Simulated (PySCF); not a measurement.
Si(H)(Cl)(Br)(NH2) (BrClH3NSi), SMILES Br[SiH](N)Cl. Atoms are numbered in the order given.

```xyz
7

Si     0.3249    -0.6462     0.5226
N      1.9972    -0.8202     0.2168
Cl    -0.9024    -1.9235    -0.5751
Br    -0.2319     1.4430    -0.0260
H      0.0419    -0.9057     1.9486
H      2.4900    -1.6439     0.5515
H      2.3987    -0.4671    -0.6470
```

Geometry: B3LYP-D3(BJ)/def2-SVP. The structure was generated by enumeration, and PubChem lists no compound with its InChIKey, so it may never have been made. Other conformers were not sampled.

Two levels are set side by side: PBE/pcSseg-1 (PySCF) and HF/pcSseg-1 (PySCF). GIAO shifts against HCl (³⁵Cl), NH3 (¹⁵N), TMS (²⁹Si), TMS (¹H) at the same level; non-relativistic, no solvent, atoms listed together averaged. Without spin–orbit terms, shifts of atoms bonded to Cl or Br come out too high at both levels. Differences are taken from unrounded values.

```json
[
 {"quantity": "δ(²⁹Si) of Si1 (ppm)", "HF": "-2.6", "PBE": "7.3", "PBE minus HF": "9.8"},
 {"quantity": "δ(¹⁵N) of N2 (ppm)", "HF": "36.6", "PBE": "58.5", "PBE minus HF": "21.8"},
 {"quantity": "δ(³⁵Cl) of Cl3 (ppm)", "HF": "85.4", "PBE": "192.9", "PBE minus HF": "107.5"},
 {"quantity": "δ(¹H) of H5 (ppm)", "HF": "5.45", "PBE": "6.29", "PBE minus HF": "0.84"}
]
```

Rough cost on one machine, each run with all the roots and properties that it gave: HF against PBE within a factor of 2.
